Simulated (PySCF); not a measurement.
## Cr: excitation energy

Cr [Ar] 3d5 4s1 (7S) → Cr [Ar] 3d5 4p1 (7P), as a difference of total energies. Calculation: PySCF 2.14, in aug-cc-pVDZ-DK (7s6p4d2f, 59 functions); scalar relativity by spin-free X2C-1e. Correlated levels: valence: [Ar] frozen. The calculations carry no spin-orbit coupling.

Task: Order these methods by the excitation energy they give, lowest first.
A. MP2 (valence)
B. UHF
C. SCS-MP2 (valence)
D. CCSD(T) (valence)

Result: B (2.694 eV), C (2.769 eV), D (2.819 eV), A (2.917 eV).

Errors of the correlated levels include the incompleteness of this basis and the frozen core.

The coupled-cluster amplitudes are large for the upper state (T1 above 0.03 or a double amplitude above 0.15), so a single reference is strained.

For comparison: 2.903 eV (measured; NIST levels, between the centres of gravity of the two terms).
